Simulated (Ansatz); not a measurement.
Reaction (redistribution): `C[O][GeH]([F])[AlH2]` + `BC(=C)SC` → `C[O][GeH]([F])[S]C` + `B[C](=C)[AlH2]`

Calculated with Ansatz (gas phase, PBE0-D4/def2-TZVP geometries, no zero-point term in ΔE). CCSD(T)/CBS adds triple-zeta CCSD(T) − MP2 to the extrapolated MP2 energy (def2 sets, frozen cores). Functionals use def2-TZVPP. B3LYP here is the variant with VWN-RPA as its local correlation; programs differ in this. For Ge outer-core shells are correlated without core-valence functions, which leaves a few kJ/mol of doubt a bond. Scalar relativity is left out up to krypton. Each species was taken in one conformer, which may not be the lowest.

| level | ΔE (kJ/mol) |
| --- | --- |
| PBE-D4 | -44.0 |
| B3LYP-D4 | -56.5 |
| ωB97X-V | -62.4 |
| B2PLYP | -61.3 |
| PBE | -42.7 |
| MP2/def2-TZVPP | -70.1 |
| CCSD(T)/def2-TZVPP | -65.5 |
| MP2/def2-QZVPP | -68.8 |

**Question.** What does CCSD(T)/CBS give? (Best estimate.)

**Answer.** Ansatz gave: -63.3 kJ/mol. The listed levels differ from it by 19.3, 6.8, 0.9, 2.0, 20.6, -6.8, -2.2, -5.5 kJ/mol.

Largest T1 diagnostic among the species: 0.012.

From PBE to PBE0 (25 % exact exchange), in def2-TZVPP and without D4, ΔE moves by −9.9 kJ/mol. In def2-TZVPP, CCSD(T) changes the Hartree–Fock value by +14.7 kJ/mol (the triples alone add +1.9 kJ/mol) and MP2 by +10.1 kJ/mol.
